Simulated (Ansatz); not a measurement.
Reactions of C$_{2}$H$_{6}$OSeSi (`C=C[Se][SiH2]O`).

Program: Ansatz. Geometries: PBE0-D4/def2-TZVP. ΔE: electronic, gas phase. CCSD(T)/CBS is the MP2 limit (def2-TZVPP, def2-QZVPP) plus CCSD(T) − MP2 in def2-TZVPP, frozen cores. This one scheme is used for every species, atoms too. Open shells (•) are unrestricted, without spin–orbit coupling. Spin–orbit coupling would lower the free atoms: a little for C, O, Si; clearly for Se. Bonds to Ge, Se are less sure, by a few kJ/mol each and by 10 to 20 or more in all where they break to atoms, as the def2 sets lack core-valence functions. Scalar relativity is left out up to krypton. One conformer a species, not always the lowest.

(1) Order these by ΔE at CCSD(T)/CBS, lowest first. (Best estimate.)
A. `C=C[Se][SiH2]O` → `C[SiH2][Se]C=O`
B. `C=C[Se][SiH2]O` → `CC1(O)[SiH2][Se]1`
C. `C=C[Se][SiH2]O` + `C=CC` → `C=CC[Se]C=C` + `O[SiH3]`
D. `C=C[Se][SiH2]O` + `C[SiH3]` → `C=C[Se][SiH2]C` + `O[SiH3]`
E. `C=C[Se][SiH2]O` + GeH₄ → `C=C[Se][GeH3]` + `O[SiH3]`
F. `C=C[Se][SiH2]O` + H₂ → `O[SiH2][SeH]` + `C=C`
G. `C=C[Se][SiH2]O` → 2 C• + 6 H• + O• + Se• + Si•
H. `C=C[Se][SiH2]O` + CH₄ → `C=C[Se][SiH2]C` + H₂O

Largest T1 diagnostic: 0.014, for `C[SiH2][Se]C=O`.

## Answers

(1) F (-13.2 kcal/mol), D (+2.2 kcal/mol), E (+4.3 kcal/mol), A (+16.9 kcal/mol), H (+23.5 kcal/mol), C (+25.5 kcal/mol), B (+33.2 kcal/mol), G (+972.9 kcal/mol).
